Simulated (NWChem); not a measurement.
System: AlHSF2; SMILES [F][Al]([F])[SH]

Input file for NWChem:

```
start job
memory heap 200 mb stack 900 mb global 1100 mb
geometry units angstroms noautosym nocenter noautoz
  Al     0.007011     0.477982     0.000000
  F     -1.358228     1.398331     0.000000
  F      1.477109     1.224160     0.000000
  S     -0.143487    -1.690674     0.000000
  H      1.196938    -1.870832     0.000000
end
basis spherical
  * library def2-svp
end
dft
  xc b3lyp
  iterations 150
end
property
  response 1 0.0773
end
task dft property
```

The geometry was optimised at B3LYP/6-31G* (spherical d). B3LYP is NWChem's, with the RPA form of VWN correlation.

Field at 589 nm.

Q: What results follow from this input? (B3LYP/def2-SVP.) Quantities: isotropic polarisability (bohr³); anisotropy (bohr³).

A: 
- isotropic polarisability (bohr³): 33.4
- anisotropy (bohr³): 15.4
